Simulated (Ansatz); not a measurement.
C3H7Al can be A, `C=[C](C)[AlH2]`, or B, `C/C=[CH]/[AlH2]`.

Gas-phase electronic energies from Ansatz, PBE0-D4/def2-TZVP geometries. CCSD(T)/CBS adds triple-zeta CCSD(T) − MP2 to the extrapolated MP2 energy (def2 sets, frozen cores). DFT in def2-TZVPP.

Problem. Which is lower in electronic energy at CCSD(T)/CBS, and by how much? (An estimate is asked.)

Solution. Computed: B, by 2.6 kcal/mol.

Problem. Give E(B) − E(A) in kcal/mol with BLYP-D4, ωB97M-V, MP2/def2-TZVPP, PBE-D4, CCSD(T)/def2-TZVPP, LDA (SPW92), CCSD/def2-TZVPP. (Best estimate.)

Solution. Computed: BLYP-D4 -2.6, ωB97M-V -2.7, MP2/def2-TZVPP -2.6, PBE-D4 -2.7, CCSD(T)/def2-TZVPP -2.6, LDA (SPW92) -2.8, CCSD/def2-TZVPP -2.7. None reverses the order clearly.

Problem. Does the order hold for the free energy at 298.15 K (harmonic terms from PBE0-D4)? (Estimate.)

Solution. The calculation gave: Yes: G(B) − G(A) = -2.4 kcal/mol.

Largest T1 diagnostic: 0.011.

Leaving LDA and LC-ωPBE aside and taking each functional with its dispersion term where it has one, the values, not all of them listed here, spread over 0.8 kcal/mol, from B97M-V to revPBE-D4. In def2-TZVPP, CCSD(T) changes the Hartree–Fock value by +1.0 kcal/mol (the triples alone add +0.1 kcal/mol) and MP2 by +1.0 kcal/mol.
